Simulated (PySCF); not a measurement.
(Z)-1-fluorobut-1-ene (C4H7F), SMILES CC/C=C\F. Coordinates come from a PBE-D3(BJ)/def2-SVP optimisation. The values are those of a single conformer.

Task: Give the equilibrium geometry at PBE-D3(BJ)/def2-SVP (PySCF confirms it by a frequency run) as bond lengths and angles. (An estimate is asked for; the answer gives what the named calculation found.)

Result: One answer among several that fit: 
Atoms: C1 C2 C3 C4 F5 H6 H7 H8 H9 H10 H11 H12. Bonds (Å): C1–C2 1.535, C1–H6 1.109, C1–H7 1.109, C1–H8 1.110, C2–C3 1.502, C2–H9 1.114, C2–H10 1.109, C3–C4 1.342, C3–H11 1.103, C4–F5 1.349, C4–H12 1.103. Angles (°): C2–C1–H6 111.2, C2–C1–H7 111.1, C2–C1–H8 111.4, H6–C1–H7 108.0, H6–C1–H8 107.6, H7–C1–H8 107.4, C1–C2–C3 113.1, C1–C2–H9 108.9, C1–C2–H10 110.2, C3–C2–H9 109.0, C3–C2–H10 109.1, H9–C2–H10 106.3, C2–C3–C4 125.4, C2–C3–H11 118.5, C4–C3–H11 116.1, C3–C4–F5 122.6, C3–C4–H12 125.1, F5–C4–H12 112.3.
Charge 0, spin multiplicity 1.
